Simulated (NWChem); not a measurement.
System: C₃Cl₂F₂; SMILES FC(F)=C=C(Cl)Cl

All runs: NWChem. Pople sets run with spherical d functions. STO-3G and 3-21G are far too small for this property and stand as cheap habits. Coordinates come from a PBE-D3(BJ)/def2-SVP optimisation. Field at 589 nm.

| level | isotropic polarisability (bohr³) | anisotropy (bohr³) |
|---|---|---|
| B3LYP/STO-3G | 33.7 | 47.7 |
| B3LYP/6-31G* | 57.8 | 57.8 |
| B3LYP/def2-SVP | (withheld) | (withheld) |

### Question
Fill in the missing entries.

### Answer

- B3LYP/def2-SVP, isotropic polarisability (bohr³): 56.2
- B3LYP/def2-SVP, anisotropy (bohr³): 54.4
